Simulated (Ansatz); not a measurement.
Telling isomers of CH8AlNSi apart by their spectra

These gas-phase data were calculated for one isomer of CH8AlNSi at BLYP-D3(BJ)/def2-SVP (harmonic, unscaled wavenumbers; equilibrium rotational constants with average atomic masses):

| Quantity | Value |
| --- | --- |
| rotational constants | 8.211, 2.111, 1.732 GHz |
| all wavenumbers above 1500 cm⁻¹ | 3432, 3043, 3011, 2942, 2179, 2139, 2128, 1879 |

Candidates:

(1) `C[SiH2][NH][AlH2]`, a singlet
(2) `[CH3][AlH][NH][SiH3]`, a singlet

Problem. Which candidate do the data belong to?

Solution. Candidate (2). 3 modes lie between 2000 and 2380 cm⁻¹, one for each Si–H bond, while (1) has 2.

The same quantities for all candidates:

```
     rotational constants (GHz)                     wavenumbers above 1500 cm⁻¹  E above the lowest, BLYP-D3(BJ)/def2-SVP (kcal/mol)
(1)         11.87, 1.807, 1.744  3433, 3042, 3033, 2951, 2170, 2128, 1908, 1890                                                  0.0
(2)         8.211, 2.111, 1.732  3432, 3043, 3011, 2942, 2179, 2139, 2128, 1879                                                  0.0
```

Harmonic stretches to hydrogen usually lie a few per cent above observed fundamentals. Each candidate is one conformer. Programs: Ansatz 0.2.0.
